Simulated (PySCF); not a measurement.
Which level of theory gave which numbers?

CH8B2SSi.
InChI=1S/CH8B2SSi/c2-1-3-4-5/h3H,1-2H2,5H3

The closed-shell ground state was solved 7 times with PySCF (density fitting, gas phase), always in the pcSseg-1 basis (139 functions), with these functionals: B3LYP, BP86, CAM-B3LYP, HF, LC-wPBE, mPW1PW91 and wB97X-D. One conformer (not necessarily the lowest) at the PBE0-D3(BJ)/def2-SVP geometry, without solvent, vibrations or thermal averaging.

```
row  total energy (Eh)  HOMO (eV)  LUMO (eV)  dipole (D)
  P          -780.2920      -8.13      -2.07        1.63
  Q          -780.3476      -7.09      -3.06        1.57
  R          -780.2353      -9.34      -0.95        1.62
  S          -780.3403      -7.85      -2.24        1.56
  T          -778.3245     -10.64       1.48        1.79
  U          -780.2525      -9.91      -0.23        1.70
  V          -780.0094     -10.71       0.15        1.74
```

Which functional belongs to which row?

P = mPW1PW91, Q = BP86, R = CAM-B3LYP, S = B3LYP, T = HF, U = wB97X-D, V = LC-wPBE. By rising HOMO–LUMO gap: BP86 (GGA) 4.03 eV; B3LYP (global hybrid, 20 % exact exchange) 5.61 eV; mPW1PW91 (global hybrid, 25 % exact exchange) 6.06 eV; CAM-B3LYP (range-separated hybrid) 8.39 eV; wB97X-D (range-separated hybrid) 9.68 eV; LC-wPBE (range-separated hybrid) 10.86 eV; HF (all exact exchange) 12.12 eV. Total energies of different functionals aren't bounds to one another; each is stationary for its own functional.

Conformer computed: `[BH2:1][CH2:2][BH:3][S:4][SiH3:5]`: B1–C2–B3–S4 101°, C2–B3–S4–Si5 2°.

wB97X-D is run here without its empirical dispersion term; that term would change no orbital, density or response property at a fixed geometry.
